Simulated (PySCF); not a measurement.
C₃H₈FNSi, SMILES C/N=C/[C@H](F)[SiH3].

Geometry optimised at B3LYP-D3(BJ)/def2-SVP. The structure was generated by enumeration; whether it is a known compound was not checked. The values are those of a single conformer.

Level of theory: B3LYP-D3(BJ)/def2-SVP (PySCF 2.14.0).

Frequencies are harmonic and unscaled.

```tsv
mode	ν (cm⁻¹)	IR (km/mol)	moving atoms (share of kinetic energy)
1	93	6.0	H 46 %, C 23 %, N 15 %, F 9 %
2	121	4.1	Si 31 %, C 26 %, H 23 %, F 14 %
3	177	2.6	H 40 %, C 32 %, N 18 %, F 9 %
4	197	1.2	H 80 %, F 9 %
5	219	6.7	H 63 %, N 24 %
6	256	8.3	F 42 %, H 27 %, C 15 %, Si 11 %
7	350	6.4	C 30 %, H 26 %, N 25 %, Si 17 %
8	446	3.4	C 31 %, F 28 %, H 24 %, N 13 %
9	516	15.9	H 53 %, C 32 %
10	583	17.6	H 46 %, C 21 %, Si 18 %, F 11 %
11	675	29.8	H 57 %, C 28 %, Si 10 %
12	746	21.9	H 46 %, C 42 %, Si 10 %
13	919	202.8	H 88 %, Si 8 %
14	934	11.6	H 76 %, C 21 %
15	941	63.0	H 94 %
16	964	46.3	H 96 %
17	1020	29.4	C 46 %, H 26 %, N 18 %, F 10 %
18	1061	56.8	C 57 %, H 24 %, F 18 %
19	1091	10.1	C 43 %, H 38 %, N 15 %
20	1131	1.0	H 68 %, C 21 %, N 11 %
21	1148	4.1	H 61 %, C 24 %, N 15 %
22	1244	11.9	C 52 %, H 45 %
23	1305	9.7	H 86 %, C 11 %
24	1359	20.3	H 64 %, C 25 %, N 11 %
25	1420	2.9	H 85 %, C 15 %
26	1452	5.1	H 97 %
27	1469	23.0	H 93 %
28	1785	42.7	C 53 %, N 43 %
29	2225	123.1	H 97 %
30	2246	59.4	H 98 %
31	2258	98.5	H 96 %
32	2976	41.2	H 96 %
33	2985	76.9	H 92 %
34	3001	18.4	H 92 %
35	3077	20.2	H 91 %, C 9 %
36	3097	11.0	H 91 %, C 9 %
```
